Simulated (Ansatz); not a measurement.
`[CH3][SnH3]` + H₂Se → `[SeH][SnH3]` + CH₄ at 500 K and 1 bar (ligand exchange at the Sn–C bond).

Isolated molecules relaxed with PBE0-D4/def2-TZVP in Ansatz; ΔE leaves out vibrations. CCSD(T)/CBS adds triple-zeta CCSD(T) − MP2 to the extrapolated MP2 energy (def2 sets, frozen cores). This one scheme is used for every species. Elements past krypton have def2 core potentials. For Se, Sn outer-core shells are correlated without core-valence functions, which leaves a few kJ/mol of doubt a bond. Scalar relativity is left out up to krypton.

| species | CCSD(T)/CBS energy (Eh) | H − E (kJ/mol) | S (J/(mol·K)) |
| --- | --- | --- | --- |
| `[CH3][SnH3]` | -255.66383 | 180.3 | 330.7 |
| H₂Se | -2401.89790 | 53.1 | 237.8 |
| `[SeH][SnH3]` | -2617.13827 | 106.3 | 358.1 |
| CH₄ | -40.46206 | 135.6 | 206.8 |

H − E and S are ideal-gas, rigid-rotor, harmonic terms from PBE0-D4/def2-TZVP. 1 Eh = 2625.50 kJ/mol, R = 8.31446 J/(mol·K).

Question: By hand: ΔE, ΔH, ΔS and ΔG.

Answer: ΔE = (-2617.13827) + (-40.46206) − (-255.66383) − (-2401.89790) = -0.03860 Eh = -101.3 kJ/mol. Δ(H − E) = 106.3 + 135.6 − 180.3 − 53.1 = 8.5, so ΔH = -92.8 kJ/mol. ΔS = 358.1 + 206.8 − 330.7 − 237.8 = -3.6 J/(mol·K). ΔG = -92.8 − 500 × (-3.6)/1000 = -91.0 kJ/mol.

Question: By hand: the equilibrium constant, and the temperature at which ΔG would vanish if ΔH and ΔS stayed fixed.

Answer: log₁₀ K = −ΔG/(RT ln 10) = 9.5. ΔG = 0 at ΔH/ΔS = 25778 K, far beyond where these terms or the molecules hold.

The number of gas molecules stays the same, so ΔS is small and ΔH decides. A doubt of 5 kJ/mol in ΔE shifts log₁₀ K by 0.5 here. These are equilibria of isolated gas molecules and say nothing of rates. Largest T1 diagnostic: 0.012 (customary marks: 0.02 for closed shells, 0.045 for open ones).
